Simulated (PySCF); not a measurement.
Mg(OSiH3)2 (H6MgO2Si2), SMILES [SiH3][O][Mg][O][SiH3]. Heavy atoms are numbered as in [Mg:1]([O:2][SiH3:3])[O:7][SiH3:8]. Hydrogens are named by the atom that carries them.

Coordinates come from a PBE0-D3(BJ)/def2-SVP optimisation. The structure was generated by enumeration; whether it is a known compound was not checked. One conformer was computed; it need not be the lowest.

These are PySCF with PBE/pcSseg-1 values and carry that method's errors.

GIAO shieldings, no solvent; atoms alike by connectivity are averaged. δ = σ(ref) − σ: ¹⁷O against H2O (σ = 334.3 ppm); ²⁹Si against TMS (σ = 335.4 ppm); ¹H against TMS (σ = 31.49 ppm), references at their B3LYP-D3(BJ)/def2-TZVP geometries, non-relativistic.

```tsv
nucleus	atoms	count	δ (ppm)
¹⁷O	O2	2	-24.9
²⁹Si	Si3 (SiH3)	2	-42.2
¹H	H on Si3	6	5.70
```
